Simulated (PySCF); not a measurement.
Species: 3-cyclohexene-1-carbonitrile, C7H9N.
Atom-mapped SMILES: `[N:1]#[C:2][C@@H:3]1[CH2:4][CH:5]=[CH:6][CH2:7][CH2:8]1` (hydrogens: H9 on C3; H10, H11 on C4; H12 on C5; H13 on C6; H14, H15 on C7; H16, H17 on C8)

Level: wB97X-D/def2-SVPD in PySCF, non-relativistic, on one gas-phase PBE0-D3(BJ)/def2-SVP geometry that isn't relaxed in the solvent. The solvent is an IEF-PCM continuum (cavity from Bondi-type radii × 1.2). The model holds no explicit solvent molecules, cavitation or dispersion.

Gas phase at wB97X-D/def2-SVPD: HOMO -9.32 eV, LUMO 1.71 eV, dipole 4.25 D.

Q: What does the continuum do to the energy, the frontier levels and the dipole at wB97X-D/def2-SVPD in chloroform and acetone?

A: 
| solvent | ε | E(solvent) − E(gas) (kcal/mol) | polarisation term (kcal/mol) | distortion of the solute (kcal/mol) | HOMO (eV) | LUMO (eV) | dipole (D) |
| --- | --- | --- | --- | --- | --- | --- | --- |
| chloroform | 4.711 | -5.16 | -5.93 | 0.77 | -9.05 | 1.95 | 5.06 |
| acetone | 20.49 | -6.81 | -8.15 | 1.34 | -8.99 | 2.00 | 5.30 |

The first energy column is the sum of the next two and covers electrostatics alone. The atom shares or the degeneracy of the LUMO differ from the gas phase in acetone, so that column needn't follow one orbital. From chloroform to acetone the lowering changes by a factor 1.32, Onsager's factor (ε − 1)/(2ε + 1) by 1.30 and ε itself by 4.3.

Q: Which radius a makes the point-dipole formula ΔE = −[(ε − 1)/(2ε + 1)]·μ²/a³ give the value in acetone, with the gas-phase dipole?

A: μ = 1.673 au and |ΔE| = 0.01084 Eh give a = 2.61 Å; the farthest nucleus lies 3.61 Å from the centroid of the nuclei, so such a sphere wouldn't even hold the nuclei. The formula assumes a rigid point dipole at the centre of a sphere.

Q: How does the static polarisability (wB97X-D/def2-SVPD, frozen core, with the continuum's full static response) change?

A: 
| medium | isotropic (au) | principal values (au) | ⟨r²⟩ of the electrons (bohr²) |
| --- | --- | --- | --- |
| gas | 82.3 | 63.1, 82.5, 101.5 | 1008.9 |
| chloroform | 102.8 | 79.9, 103.0, 125.4 | 1010.4 |
| acetone | 111.3 | 88.7, 111.1, 134.2 | 1010.9 |

The isotropic value in acetone is 1.35 times the gas-phase one; no cavity-field correction is applied. ⟨r²⟩ is taken about the centre of nuclear charge.

wB97X-D is run here without its empirical dispersion term; that term would change no orbital, density or response property at a fixed geometry.
